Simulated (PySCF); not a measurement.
# Splitting trees

Geometry (Å), atoms numbered from 1 in this order:
```xyz
21

C    -1.496   -1.076   -0.290
C    -1.416   -0.222   -1.318
C    -0.827    1.085   -0.782
C    -1.466    1.077    0.628
C    -0.961   -0.352    0.947
C     0.528   -0.131    0.696
C     1.669   -0.638    1.290
C     2.917   -0.233    0.788
C     2.999    0.655   -0.280
C     1.838    1.167   -0.882
C     0.612    0.766   -0.384
H    -1.793   -2.125   -0.317
H    -1.633   -0.421   -2.368
H    -0.966    1.976   -1.406
H    -1.046    1.844    1.298
H    -2.563    1.146    0.600
H    -1.224   -0.786    1.920
H     1.609   -1.333    2.132
H     3.833   -0.618    1.243
H     3.980    0.960   -0.655
H     1.909    1.867   -1.719
```

A single conformation, non-relativistic, equivalent nuclei averaged, no solvent model. Geometry: PBE0-D3(BJ)/def2-SVP; couplings computed with B3LYP/pcJ-1 (without the spin–dipole term); GIAO HF/pcSseg-2 shieldings; PySCF.

Shifts are taken against calculated references (same method and geometry level): $^{1}$H (σref 31.68) and $^{13}$C (σref 191.47) against TMS.

Spectrometer: 800 MHz for $^{1}$H. First-order analysis; couplings under 1 Hz (under 4 Hz in carbon signals) are ignored, and nearly equal couplings are merged; the smaller ones broaden or split the lines further.

Q: What pattern does H16 show ($^{1}$H)?

A: A doublet of triplets at δ 2.16: 7.6 Hz to H15 (1 × $^{1}$H, 2 bonds away), 1.8 Hz to H14/H17 (2 × $^{1}$H, 3 bonds away). Lines in Hz from the centre (relative intensity): +5.6 (1), +3.8 (2), +2.0 (1), -2.0 (1), -3.8 (2), -5.6 (1). The outer lines are 11.2 Hz apart, the sum of the couplings kept, or 0.014 ppm at this field.

Q: What pattern does C8/C9 show in the proton-coupled $^{13}$C spectrum?

A: A doublet of doublets at δ 133.9: 165.5 Hz to H19/H20 (1 × $^{1}$H, 1 bond away), 7.2 Hz to H18/H21 (1 × $^{1}$H, 3 bonds away). Lines in Hz from the centre (relative intensity): +86.3 (1), +79.2 (1), -79.2 (1), -86.3 (1). The outer lines are 172.7 Hz apart, the sum of the couplings kept, or 0.859 ppm at this field.

Q: What pattern does H15 show ($^{1}$H)?

A: A doublet of triplets at δ 2.01: 7.6 Hz to H16 (1 × $^{1}$H, 2 bonds away), 1.8 Hz to H14/H17 (2 × $^{1}$H, 3 bonds away). Lines in Hz from the centre (relative intensity): +5.6 (1), +3.8 (2), +2.0 (1), -2.0 (1), -3.8 (2), -5.6 (1). The outer lines are 11.2 Hz apart, the sum of the couplings kept, or 0.014 ppm at this field.

Unscaled 3J(H,H) at this level run about 10 % above measured values.
